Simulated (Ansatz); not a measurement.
Born–Oppenheimer molecular dynamics of C₂H₁₁NOSi (16 atoms, charge 0, multiplicity 1). It starts at the highest image of a converged band. Of that band: Neighbouring images differ by up to 1.5 eV, so the band resolves the path poorly. A vibrational analysis at the climbing image gives one clearly imaginary mode, 1221i cm⁻¹: a first-order saddle point.

These are results of RKS PBE/6-31G* in Ansatz, not measurements.

```json
{
  "ensemble": "NVE (velocity Verlet)",
  "time step": "0.5 fs",
  "steps asked": "200",
  "starting velocities drawn for": "100 K",
  "seed": "6199"
}
```

First frame:

```xyz
16
Properties=species:S:1:pos:R:3
Si 0.919 -0.430 1.040
N -0.433 0.084 -0.207
C 0.092 0.455 -1.531
C -1.448 1.010 0.321
H 0.198 -0.729 2.317
H 1.560 0.925 1.233
O 2.270 -1.280 0.520
H -0.605 -1.133 -0.110
H -0.091 -2.064 0.338
H 0.660 1.402 -1.484
H -0.738 0.566 -2.250
H 0.769 -0.343 -1.881
H -1.903 0.571 1.223
H -0.995 1.984 0.584
H -2.239 1.177 -0.430
H 1.984 -2.196 0.317
```

(1) How far do the bonds stretch over the last three quarters of this one trajectory? (Pairs bonded in most of those frames.)

Answers

(1) 
```
  bond  mean (Å)  spread (Å)  shortest  longest
Si1–H5     1.526       0.014      1.50     1.55
Si1–H6     1.508       0.030      1.45     1.56
Si1–O7     1.709       0.026      1.66     1.75
Si1–H9     1.533       0.076      1.41     1.68
 N2–C3     1.467       0.025      1.43     1.50
 N2–C4     1.467       0.020      1.43     1.51
 N2–H8     1.027       0.016      1.00     1.05
C3–H10     1.103       0.003      1.10     1.11
C3–H11     1.111       0.008      1.09     1.13
C3–H12     1.104       0.002      1.10     1.11
C4–H13     1.104       0.018      1.07     1.13
C4–H14     1.105       0.006      1.10     1.12
C4–H15     1.113       0.012      1.10     1.14
O7–H16     0.981       0.012      0.96     1.01
```

Mean temperature of the second half: 489 K. The conserved energy stayed within 0.047 meV per atom of its start (net change -0.0086 meV per atom), so the integration is sound. The system heated up, since it started high on the potential surface and ran downhill. A run of 0.1 ps of so small a system gives no equilibrium averages. The orbitals stay closed-shell, which can raise the energy where a bond breaks towards radicals; this wasn't checked here.

Time of the run: 8.3 min on 2 threads of Arm Neoverse V1 (shared host), peak memory 0.14 GiB.
